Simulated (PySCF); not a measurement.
Static response to an electric field

C7H7NO.
Cartesian coordinates in Å at the GFN2-xTB level; atoms count from 1:
```
atom  x, y, z in Å
N1    -3.551    0.605    0.521
C2    -2.634    0.096    0.066
C3    -1.464   -0.542   -0.482
C4    -0.242   -0.328    0.432
C5     0.123    1.125    0.530
C6     1.370    1.375    0.139
C7     2.044    0.136   -0.277
O8     3.176    0.012   -0.671
C9     1.029   -0.990   -0.114
H10   -1.671   -1.611   -0.584
H11   -1.268   -0.125   -1.474
H12   -0.491   -0.708    1.429
H13   -0.595    1.848    0.881
H14    1.862    2.330    0.115
H15    1.434   -1.744    0.560
H16    0.870   -1.470   -1.080
```

Level: CAM-B3LYP/def2-SVPD (PySCF), static field, nuclei fixed, core orbitals frozen in the response. The polarisability tensor in these axes (au):

```
x   112.02  -2.99 -12.30
y    -2.99  75.70   4.57
z   -12.30   4.57  63.85
```

Problem. Diagonalise the tensor; give its mean and Δα, where Δα² is half the sum of the squared differences of the eigenvalues.

Solution. Principal values 59.98, 76.21 and 115.38 au; mean 83.86 au = 12.43 Å³ = 13.83 × 10⁻⁴⁰ C²·m²/J; Δα = 49.33 au (59 % of the mean).

Problem. What is the dipole moment, and where does it point?

Solution. (-0.25, -1.33, -0.08) D, 1.35 D in size, pointing from the negative to the positive side. Measured along this direction, the outermost atoms are H14 at the negative end and H10 at the positive end.

Problem. Find the Langevin capture rate constant for NO+ (29.998 u) meeting this molecule (121.053 u), k = 2.342 × 10⁻⁹ cm³/s × √(α in Å³ / reduced mass in u).

Solution. The reduced mass is 24.04 u, so k = 1.68 × 10⁻⁹ cm³/s. The formula leaves out the permanent dipole, which adds to the capture rate.

Problem. How large is μ²/3kT at 298 K beside α?

Solution. In Gaussian units μ²/3kT = 14.81 Å³ against 12.43 Å³, a ratio of 1.19; the Debye molar polarisation (4π/3)N_A(α + μ²/3kT) is 68.7 cm³/mol, leaving out the vibrational part.

Problem. What are the principal values of the traceless quadrupole moment, Θ = ½Σq(3rr − r²1), about the centre of nuclear charge?

Solution. -37.21, 15.79, 21.41 D·Å. The values depend on the origin, since the dipole doesn't vanish. The electronic extent ⟨r²⟩ about the same centre is 1355 bohr², a root-mean-square distance of 2.43 Å for the 64 electrons.

Isolated species at its GFN2-xTB geometry (one conformer only).
